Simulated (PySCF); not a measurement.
Input for PySCF:
```python
from pyscf import gto, scf

mol = gto.M(
    atom='''
Ge    0.18961606    0.14465705    0.11687467
Cl   -0.81013033    2.36575078   -0.06066118
Cl    2.01410151   -1.47877166    0.11574629
Cl   -1.55983724   -1.16332174   -0.38022513
H    -0.01799083    0.06879887    1.78739072
''',
    basis='sto-3g',
    charge=-1,
    spin=1,
    verbose=3,
)

mf = scf.UHF(mol)
mf.kernel()
```

What Mulliken (on the basis functions themselves) charges in atom order does HF/STO-3G (PySCF) give?

Ge1 0.73, Cl2 -0.55, Cl3 -0.55, Cl4 -0.47, H5 -0.16

Estimate the nuclear repulsion energy that HF/STO-3G returns for this input.

499.7486 Eh

What HOMO energy does HF/STO-3G give?

-1.10 eV

Give the total energy at the level HF/STO-3G.

-3416.1380 Eh

These values belong to the state on which the SCF converged, which isn't shown to be the lowest.
